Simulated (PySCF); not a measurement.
Species: C₈H₁₁NO.
Numbering: `[NH2:1][C:2](=[O:3])[C:4]#[C:5][CH:6]1[CH2:7][CH2:8][CH2:9][CH2:10]1`

NICS is the negative of the GIAO shielding at a point without a nucleus: at the ring centre (0) and 1 Å above and below it (1); zz is the component along the ring normal. Level: GIAO PBE0/pcSseg-1 (PySCF, non-relativistic, gas phase) on the GFN2-xTB geometry, one conformer.

Ring bond lengths (Å), with Mayer bond orders in brackets: C6–C7 1.538 (0.98), C7–C8 1.524 (1.03), C8–C9 1.529 (1.04), C9–C10 1.538 (1.03), C10–C6 1.548 (0.99).

Task: What do the NICS probes read (ppm)?

Result: 
```
           ring                                            type  NICS(0)  NICS(1), two faces  NICS(1)zz, two faces  rms pucker (Å)  centre to ring atoms, mean (Å)
C6–C7–C8–C9–C10  5-membered carbocycle; formal bonds all single     -5.8         -4.3 / -3.9           -4.5 / -3.0            0.19                            1.28
```

Task: What do they say, and how far can they be read as aromaticity?

Result: 
- C6–C7–C8–C9–C10: mean NICS(1)zz -3.8 ppm, shielded. C6, C7, C8, C9, C10 have four or more neighbours, and the NICS criterion for π rings isn't applied.

Task: Give the inner angles of the rings and the Hirshfeld charges of the ring atoms.

Result: 
- C6–C7–C8–C9–C10: C6 104.8° (-0.008 e), C7 102.7° (-0.065 e), C8 103.0° (-0.068 e), C9 105.2° (-0.067 e), C10 106.0° (-0.062 e); sum 521.6° against 540° for a flat convex ring.
